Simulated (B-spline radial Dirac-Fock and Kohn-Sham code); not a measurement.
Electron momentum distribution of N: Compton profiles

System: the free nitrogen atom, configuration [He] 2s2 2p3.

Input of the calculation (task.json; shells as n, l, electrons):

```json
{"items": [{
  "Z": 7,
  "q": 0,
  "cfg": [[1, 0, 2], [2, 0, 2], [2, 1, 3]],
  "A": 14,
  "rrms": 2.5582,
  "do": ["scatter"],
  "s": [0.0, 0.05, 0.1, 0.15, 0.2, 0.25, 0.3, 0.35, 0.4, 0.45, 0.5, 0.6, 0.7, 0.8, 0.9, 1.0, 1.1, 1.2, 1.4, 1.6, 1.8, 2.0, 2.5, 3.0, 3.5, 4.0, 5.0, 6.0],
  "pz": [0, 0.1, 0.2, 0.3, 0.4, 0.5, 0.6, 0.8, 1.0, 1.2, 1.4, 1.6, 1.8, 2.0, 2.5, 3.0, 4.0, 5.0, 7.0, 10.0, 15.0, 20.0, 30.0, 40.0, 60.0, 100.0],
  "hv_scatter": [1000, 2000, 5000, 8047.8, 10000, 17479.3, 20000, 30000, 50000, 100000, 200000, 500000, 1000000]
}]}
```

Launch: `python xray_run.py task.json out`

Level of theory: the impulse approximation on configuration-average Dirac-Fock orbitals; a B-spline atomic structure program. pz is in atomic units of momentum; subshell profiles are per electron, for a selection of subshells; open shells are spread over both j values by their weights.

```tsv
pz	J total	J 1s1/2	J 2s1/2	J 2p1/2	J 2p3/2	tabulated J
0	2.825	0.130	0.672	0.407	0.407	2.83
0.1	2.801	0.130	0.660	0.407	0.407	2.80
0.2	2.727	0.130	0.625	0.406	0.406	2.73
0.3	2.605	0.129	0.572	0.401	0.401	2.61
0.4	2.440	0.129	0.507	0.390	0.390	2.44
0.5	2.243	0.128	0.435	0.372	0.372	2.24
0.6	2.025	0.127	0.364	0.348	0.348	2.02
0.8	1.583	0.124	0.237	0.287	0.287	1.58
1	1.198	0.121	0.142	0.224	0.224	1.20
1.2	0.9016	0.117	0.0808	0.168	0.168	0.902
1.4	0.6877	0.113	0.0444	0.124	0.124	0.688
1.6	0.5383	0.109	0.0244	0.0909	0.0907	0.538
1.8	0.4345	0.104	0.0143	0.0663	0.0662	0.435
2	0.3614	0.0986	0.00954	0.0484	0.0483	0.361
2.5	0.2520	0.0854	0.00684	0.0225	0.0225	0.253
3	0.1910	0.0724	0.00675	0.0109	0.0109	0.191
4	0.1183	0.0495	0.00529	0.00288	0.00287	0.118
5	0.07428	0.0325	0.00333	0.000887	0.000882	0.0742
7	0.02939	0.0134	0.00114	0.000122	0.000121	0.0293
10	0.007967	0.00371	0.000257	1.23e-05	1.21e-05	0.00790
15	0.001273	0.000600	3.54e-05	< 1e-6	< 1e-6	0.00130
20	0.0002935	0.000139	7.64e-06	< 1e-6	< 1e-6	0.000290
30	3.201e-05	1.52e-05	< 1e-6	< 1e-6	< 1e-6	3.10e-05
```

J(0) = 2.825. The 2s1/2 subshell gives the largest part, 48 %.

Mean momentum ⟨p⟩ by subshell (a.u.): 1s1/2 5.62, 2s1/2 1.32, 2p1/2 1.65, 2p3/2 1.65.

Tabulated profile: Biggs, Mendelsohn and Mann, At. Data Nucl. Data Tables 16, 201 (1975), a Hartree-Fock calculation.
